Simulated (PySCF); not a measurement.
Atom-mapped SMILES (the numbers label the heavy atoms): `[cH:1]1[cH:2][cH:3][n:4]2[cH:5][cH:6][cH:7][c:8]2[cH:9]1`; H(Xn) means a hydrogen on atom n.

GIAO PBE0/pcSseg-1 shifts (PySCF, gas phase, non-relativistic, equivalent atoms averaged), each against references optimised in the same way as the molecule (TMS, NH3).

On the GFN2-xTB geometry: C8 137.4, C3 128.0, C9 125.8, C1 121.2, C6 121.1, C2 116.8, C5 113.4, C7 105.1, N4 219.7, H(C3) 8.08, H(C9) 7.68, H(C5) 7.35, H(C6) 7.13, H(C1) 6.89, H(C2) 6.78, H(C7) 6.78 ppm.

**Question.** What changes on the PBE0-D3(BJ)/def2-SVP geometry?

**Answer.** 
```csv
atoms,δ (ppm),change
C8,137.0,-0.4
C3,128.8,+0.8
C9,125.2,-0.6
C1,121.0,-0.2
C6,120.4,-0.7
C2,115.7,-1.1
C5,114.5,+1.1
C7,104.2,-0.9
N4,223.8,+4.1
H(C3),7.86,-0.22
H(C9),7.44,-0.24
H(C5),7.29,-0.06
H(C6),6.97,-0.16
H(C1),6.70,-0.19
H(C2),6.55,-0.23
H(C7),6.66,-0.12
```

Bonds between heavy atoms that differ most (equivalent bonds averaged): N4–C5 1.351 → 1.368 Å, C6–C7 1.396 → 1.409 Å, C3–N4 1.358 → 1.371 Å, C8–C9 1.406 → 1.416 Å, C1–C2 1.415 → 1.425 Å. Mean change of bonds to hydrogen: C–H +0.014 Å.
